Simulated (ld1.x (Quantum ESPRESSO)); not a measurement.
**Ga: excitation energies, all-electron against TM**

Ga (Z = 31), norm-conserving Troullier–Martins (Kleinman–Bylander form), made with ld1.x (Quantum ESPRESSO) 7.5 (LDA (PZ), scalar-relativistic). Core [Ar] 3d10, reference 4s1 4p0 (charge +2). Waves: 4s (bound): rc 1.85 bohr; 4p (bound, empty): rc 1.64 bohr. Local part: the p channel. Core correction: none.

Energies are relative to the spin-unpolarised reference configuration 4s1 4p0; without spin polarisation the order of configurations can differ from experiment. Spin-polarised rows fill each open shell by Hund’s rule, majority spin first.

```csv
valence configuration,charge,ΔE all-electron (eV),error AE − PS (meV)
4s2 4p1,0,-27.391,+245
4s2 4p0,+1,-21.503,+150
4s2 4p1.3,-0.3,-27.969,+260
4s1 4p2,0,-20.779,+174
4s1 4p1,+1,-14.053,+79
4s0 4p3,0,-13.847,+154
4s2 4p1 (spin-polarised),0,-27.525,+263
```

Task: What are ΔE and the potential's error for 4s1 4p0 (spin-polarised)?

Result: ΔE = -0.308 eV all-electron; the error (AE − PS) is +316 meV.

Task: What are ΔE and the potential's error for 4s2 4p0.5?

Result: ΔE = -25.271 eV all-electron; the error (AE − PS) is +205 meV.

Levels in the configuration 4s2 4p1:

```json
{"level": "4s", "all-electron (eV)": "-9.174", "pseudo (eV)": "-9.325"}
{"level": "4p", "all-electron (eV)": "-2.738", "pseudo (eV)": "-2.800"}
```

Note: ghost state, extra bound levels that the all-electron valence spectrum of the same l lacks: s at -984.9 eV. A true bound ghost makes a file unfit for plane-wave use.
